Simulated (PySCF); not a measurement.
Compound: C4H9NOSi.
Atom-mapped SMILES: `[H]/[N:1]=[CH:2]\[Si@@H:3]1[CH2:4][CH2:5][CH2:6][O:7]1` (hydrogens: H8 on N1; H9 on C2; H10 on Si3; H11, H12 on C4; H13, H14 on C5; H15, H16 on C6)

Cartesian coordinates in Å at the PBE0-D3(BJ)/def2-SVP level; atoms count from 1:
```xyz
16
C4H9NOSi angstrom
N      3.4560   -0.5768    0.1066
C      2.3253   -0.1041   -0.2416
Si     0.7448   -0.1570    0.7953
C     -0.7221   -0.9942   -0.0474
C     -1.8562   -0.0303    0.3353
C     -1.2758    1.3849    0.3487
O      0.0101    1.3470    0.9419
H      3.4040   -0.9651    1.0587
H      2.2764    0.3476   -1.2523
H      1.1450   -0.7013    2.1303
H     -0.9156   -2.0317    0.2609
H     -0.5579   -1.0022   -1.1388
H     -2.7222   -0.0984   -0.3426
H     -2.2189   -0.2758    1.3480
H     -1.1977    1.7789   -0.6829
H     -1.9107    2.0820    0.9186
```

Theory: TDDFT CAM-B3LYP/def2-SVPD, vertical, gas phase, core orbitals frozen in the response in PySCF 2.14.0, density-fitted response routines.

Frontier orbitals with the atoms that hold most of them (Löwdin shares over 4%, at most four atoms; ? is withheld):

| orbital | ε (eV) | atoms |
| --- | --- | --- |
| HOMO-3 | -10.75 | O7 27%, C6 16%, C5 15%, Si3 8% |
| HOMO-2 | -10.29 | O7 31%, C4 19%, Si3 11%, C5 9% |
| HOMO-1 | -9.63 | ? |
| HOMO | ? | ? |
| LUMO | 0.03 | N1 34%, C2 31%, Si3 13%, H9 5% |
| LUMO+1 | 1.14 | C5 14%, Si3 14%, C4 11%, C6 10% |
| LUMO+2 | 1.59 | Si3 29%, H8 15%, C2 14%, N1 11% |

(1) Which atoms hold the HOMO, and with what shares?

(2) Which atoms hold the HOMO-1, and with what shares?

(3) What is the HOMO energy, and the HOMO–LUMO gap?

Answers

(1) N1 (bonded to C and H) 44%; C2 (bonded to N, Si and H) 20%; Si3 (bonded to 2 C, O and H) 10%; H8 (bonded to N) 7%.

(2) O7 (bonded to C and Si) 38%; C6 (bonded to C, O and 2 H) 11%; Si3 (bonded to 2 C, O and H) 9%; C4 (bonded to C, Si and 2 H) 9%. By element: oxygen 38%, carbon 20% or more, silicon 9%.

(3) ε(HOMO) = -8.60 eV; the gap is 8.64 eV (0.3174 hartree).

The HOMO–LUMO gap is 8.64 eV. Where does the response calculation put the lowest singlet, and from which orbitals?

S1 is at 4.25 eV (f = 0.0004), 4.39 eV below the gap, made of HOMO→LUMO (93%). 

Give energy, strength and leading configuration of S1 and S2, and follow the Löwdin shares of the leading atoms from the occupied to the empty orbital.

- S1 (4.25 eV, f 0.0004), HOMO→LUMO (93%): N1 44% → 34%, C2 20% → 31%
- S2 (6.61 eV, f 0.046), HOMO-1→LUMO (86%): O7 38% → at most 5%, C6 11% → at most 5%, N1 at most 10% → 34%, C2 at most 10% → 31%

Löwdin shares depend on the basis, the more so with diffuse functions.

One conformer stands for the species.
